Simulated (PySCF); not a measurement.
SMILES O=C[OH+]C (C2H5O2 (cation, charge +1)), CAM-B3LYP/def2-SVP optimised geometry. Atoms within 1.6 Å of the plane z = 0.0 Å (x, y, z in Å): C1 (-0.31, -1.49, -0.07), O2 (0.40, -0.20, 0.00), C3 (-0.21, 1.17, 0.00), O4 (0.51, 2.08, 0.02), H5 (-1.38, -1.26, -0.04), H6 (-0.03, -1.97, -1.02), H7 (-0.01, -2.08, 0.81), H8 (1.38, -0.20, 0.00), H9 (-1.31, 1.05, -0.02).

Level of theory: CAM-B3LYP/def2-TZVP run with PySCF. Cells within 0.4 Å of a nucleus heavier than hydrogen are left out (blank, or x).

Map of the Laplacian of the electron density (e/bohr⁵), clipped to [-1.50, 1.50] on the plane z = 0.0 Å:

```
|66666666666666666666666666666|
|66666666666666666666666666666|
|66666666666666666666666666666|
|66666666666666666666666666666|
|66666666666666677666666666666|
|66666666666667788776666666666|
|66666666666677976976666666666|
|666666666666787xx587666666666|
|666666666677785xx487666666666|
|66666666677778005977666666666|
|6666666677242xx68876666666666|
|6666666676020xx78776666666666|
|66666666677676578776666666666|
|66666666667778759977666666666|
|666666666667794xx527766666666|
|666666666667792xx306766666666|
|66666666677778629877666666666|
|66666666775666578776666666666|
|666666667402xxx77766666666666|
|666666667764xxx77666666666666|
|66666666677778577666666666666|
|66666666667777777666666666666|
|66666666666677776666666666666|
|66666666666666666666666666666|
|66666666666666666666666666666|
|66666666666666666666666666666|
|66666666666666666666666666666|
|66666666666666666666666666666|
|66666666666666666666666666666|
```
Scale: ten equal steps from -1.50 (start of '0') to 0.724 (end of '9'), in the order '0123456789'; x runs from -4.50 to 4.50, y from -4.50 (bottom) to 4.50 (top).
